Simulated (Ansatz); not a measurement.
Species: F3Ge, SMILES `[F][Ge]([F])[F]` (charge 0, multiplicity 2).

Problem. Give a relaxed geometry from B3LYP-D3(BJ)/def2-TZVP (Ansatz, a quantum-chemistry and plane-wave program).

Solution. the end point of this relaxation (outside a Z-matrix the atoms follow the SMILES, hydrogens last).
Cartesian coordinates (Å) in one orientation:
```xyz
4

F     -0.927    -1.311    -0.157
Ge    -0.001     0.003     0.494
F      1.598    -0.149    -0.162
F     -0.671     1.456    -0.175
```
